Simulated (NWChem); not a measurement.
System: C$_{2}$H$_{6}$AlFS; SMILES C[S][Al]([CH3])[F]

```xyz
11

Al     0.0315     0.8178     0.0003
F      1.1952     2.0124     0.0007
C     -1.8523     1.2921     0.0006
H     -2.3749     0.8968     0.8871
H     -2.3749     0.8981    -0.8864
H     -1.9716     2.3868     0.0015
S      0.8259    -1.2046    -0.0006
C     -0.7036    -2.2103    -0.0005
H     -1.6168    -1.5995    -0.0028
H     -0.7085    -2.8474     0.8941
H     -0.7063    -2.8503    -0.8932
```
Atoms are numbered in this order, from 1.

Results from NWChem. Pople sets run with spherical d functions. Geometry: optimised at PBE0/def2-SVP. Atomic charges in e: unrestrained fits to the electrostatic potential beside Mulliken populations; buried atoms are poorly determined by the fit.

Task: Estimate the computed values for Hartree-Fock/6-31G*. Quantities: ESP Al1; Mulliken Al1; ESP F2; Mulliken F2; ESP C3; Mulliken C3; ESP S7; Mulliken S7; ESP C8; Mulliken C8; relative RMS misfit of the potential (%).

Result: 
```json
{
 "ESP Al1": "1.03",
 "Mulliken Al1": "1.11",
 "ESP F2": "-0.48",
 "Mulliken F2": "-0.60",
 "ESP C3": "-0.46",
 "Mulliken C3": "-0.83",
 "ESP S7": "-0.48",
 "Mulliken S7": "-0.21",
 "ESP C8": "0.08",
 "Mulliken C8": "-0.66",
 "relative RMS misfit of the potential (%)": "27"
}
```
